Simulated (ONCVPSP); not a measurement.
Br (Z = 35): one change to an ONCV potential, before and after

```json
{
  "Element": "Br",
  "Generator": "ONCVPSP 4.0.1",
  "Type": "optimised norm-conserving Vanderbilt (ONCV)",
  "Functional": "PBE",
  "Relativity": "fully relativistic",
  "Frozen core": "[Ar] 3d10",
  "Valence charge": "7",
  "Reference configuration": "4s2 4p5",
  "Partial waves": "4s: rc 1.30 bohr, ncon 3, nbas 6, qcut 5.1 1/bohr, 2 projectors, debl 0.3 Ha; 4p: rc 1.70 bohr, ncon 5, nbas 9, qcut 5.8 1/bohr, 2 projectors, debl 0.6 Ha",
  "Local potential": "polynomial inside 1.25 bohr (lpopt 2, dvloc0 0 Ha)",
  "Core correction": "Teter function, fcfact 5, rcfact 1.7"
}
```

Open shells are filled in proportion to 2j + 1.

In the s channel the program set the typed energies aside and used -0.740, 0.250 Ha.

Change: local potential polynomial inside 1.10 bohr (lpopt 5, dvloc0 0 Ha).

Cutoffs: the cutoffs (Ha) at which the residual kinetic energy of the hardest occupied pseudo-wave falls to 1 and 0.1 mHa per electron; they do not see the model core or the augmentation charge, which bear on the density cutoff. Errors are all-electron minus pseudo energies relative to the spin-unpolarised reference configuration.

Problem. What does the change do?

Solution. The potential gets neither clearly harder nor softer (13 Ha and 28 Ha → 13 Ha and 28 Ha); the lowest positive-energy flag moves from s at 135.3 eV to s at 40.1 eV; the errors of the 4 common tests hardly move; neither file shows a bound ghost.

| quantity | base | changed |
| --- | --- | --- |
| cutoff, loose | 13 Ha | 13 Ha |
| cutoff, tight | 28 Ha | 28 Ha |
| bound ghosts | none | none |
| GHOST(+) flags under 300 eV | s at 135.3 eV | s at 40.1 eV |
| error for 4s2 4p4, meV [ΔE 12.56 eV] | -18 | -18 |
| error for 4s2 4p3, meV [ΔE 35.33 eV] | -111 | -111 |
| error for 4s2 4p2, meV [ΔE 69.32 eV] | -359 | -359 |
| error for 4s2 4p1, meV [ΔE 115.35 eV] | -871 | -871 |
| s: phases at 1.32 bohr within 0.05 rad from the reference energy up to (Ha; the scan ends near 5) | 4.4 | n/a |
| p3/2: phases at 1.72 bohr within 0.05 rad from the reference energy up to (Ha; the scan ends near 5) | 4.0 | 3.7 |
| p1/2: phases at 1.72 bohr within 0.05 rad from the reference energy up to (Ha; the scan ends near 5) | 4.1 | 3.8 |
| rms error of d²Exc/dni dnj with the model core, mHa | 1.13 | 1.13 |
